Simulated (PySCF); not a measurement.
PySCF input:

```python
from pyscf import gto, scf, mp, cc as ccmod

mol = gto.M(
    atom='''
    B    -0.00000000   -0.00000000   -0.57607965
    O    -0.00000000   -0.00000000   -1.85962095
    Cl    0.00000000    0.00000000    1.04455093
    ''',
    basis='cc-pvdz',
    charge=1,
    spin=1,
    symmetry='C2v',
    verbose=4,
)

mf = scf.UHF(mol)
mf.conv_tol = 1e-10
mf.max_cycle = 100
mf.kernel()
mp2 = mp.MP2(mf, frozen=7).run()
cc = ccmod.CCSD(mf, frozen=7)
cc.max_cycle = 100
cc.kernel()
et = cc.ccsd_t()
print(f'E(CCSD(T)) = {cc.e_tot + et:.9f}')
```

Predict the final energy.

-559.11351 Eh (CCSD(T)/cc-pVDZ).
